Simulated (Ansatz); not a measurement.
Cost and result for the atomization energy of CH₅FNSi (`[CH2][SiH](N)F`) radical (9 atoms, 8 bonds).

Cartesian coordinates in Å:
```
C -0.662 -1.376 0.163
Si 0.586 -0.048 -0.032
N -0.193 1.441 -0.276
F 1.512 -0.109 1.281
H -0.521 -2.210 0.843
H -1.564 -1.420 -0.439
H 1.518 -0.237 -1.170
H 0.304 2.232 -0.652
H -0.980 1.726 0.282
```

Charge 0, multiplicity 2. The geometry is a stationary point of PBE0-D4/def2-TZVP. It is one conformer, not always the lowest. Program: Ansatz. All runs use 4 threads of an Arm Neoverse V1 on a shared host. Times are those of one run each, without the atoms' runs, and a repeat can differ threefold. Electronic energies, without spin–orbit coupling; frozen cores. CCSD(T)/CBS adds CCSD(T) − MP2 in def2-TZVPP to the MP2 limit, and its time is that of the two runs behind it. T1 = 0.011; ⟨S²⟩ of the reference is 0.76. HSE06 is the plane-wave form, built on full-range PBE exchange.

CCSD(T)/CBS is a level of theory with its own doubt, some kJ/mol a heavy atom from the limit and from the frozen cores, so smaller differences don't rank the functionals.

| level | functions | wall time | atomization (kcal/mol) | difference from CCSD(T)/CBS | per bond |
| --- | --- | --- | --- | --- | --- |
| LDA (SPW92)/def2-TZVPP | 205 | 1.3 s | 883.0 | 100.9 | 12.6 |
| revPBE-D4/def2-TZVPP | 205 | 2.5 s | 771.3 | -10.8 | -1.4 |
| PBE0-D4/def2-TZVPP | 205 | 3.4 s | 777.6 | -4.5 | -0.6 |
| HSE06-D4/def2-TZVPP | 205 | 3.5 s | 778.0 | -4.1 | -0.5 |
| PBE-QIDH/def2-TZVPP | 205 | 4.7 s | 772.7 | -9.4 | -1.2 |
| B2PLYP/def2-TZVPP | 205 | 5.5 s | 773.9 | -8.2 | -1.0 |
| r2SCAN-D4/def2-TZVPP (with forces) | 205 | 6 s | 782.6 | 0.5 | 0.1 |
| r2SCANh-D4/def2-TZVPP | 205 | 6.5 s | 777.9 | -4.2 | -0.5 |
| CCSD(T)/def2-SVP | 85 | 7 s | 721.6 | -60.5 | -7.6 |
| ωB97X-V/def2-TZVPP | 205 | 9.5 s | 783.7 | 1.6 | 0.2 |
| MP2/def2-QZVPP | 391 | 21 s | 784.0 | 1.9 | 0.2 |
| CCSD(T)/def2-TZVPP | 205 | 3.7 min | 758.8 | -23.3 | -2.9 |
| CCSD(T)/CBS(def2) | – | 4 min | 782.1 | 0.0 | 0.0 |

In def2-TZVPP, CCSD(T) changes the Hartree–Fock value by +184.0 kcal/mol (the triples alone add +9.2 kcal/mol) and MP2 by +195.0 kcal/mol; breaking electron pairs costs correlation energy, which Hartree–Fock lacks. The D4 term adds +5.8 kcal/mol with B3LYP and +3.0 kcal/mol with PBE0; it sums over pairs of atoms, weighted by their polarisabilities, and B3LYP, whose exchange is more repulsive, gets the larger term. At CCSD(T), def2-SVP lies −60.5 kcal/mol from the extrapolated value and def2-TZVPP −23.3 kcal/mol: correlation converges slowly with the basis, and small sets miss more of it in the bonded molecule than in its fragments.

B3LYP here is the variant with VWN-RPA as its local correlation; programs differ in this.
